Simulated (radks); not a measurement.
The silicon ion Si4+, [Ne]. All-electron calculation, non-relativistic Kohn-Sham, exchange-only B88, spin-polarised, spherical densities, point nucleus. Program: a radial shooting solver on a logarithmic mesh with Libxc functionals. Every spin shell is full or empty, so the densities are truly spherical. Functionals are evaluated on that one density, not self-consistently. Rank these exchange functionals by their error against the exact value of the orbitals, and give that value: LDA, PBE, PBEsol, RPBE, PW86, B86b, APBE, TPSS, revTPSS, SCAN, r2SCAN, Tao-Mo, MVS.

Answer. Exact: -19.1681 hartree. From best to worst, with 100 (|E| - |E exact|)/|E exact| (equal figures are ties): RPBE -0.03, B86b -0.04, r2SCAN +0.10, Tao-Mo -0.12, MVS -0.14, TPSS +0.23, SCAN +0.32, revTPSS -0.40, PW86 +0.41, APBE +0.47, PBE -0.70, PBEsol -3.77, LDA -8.58.
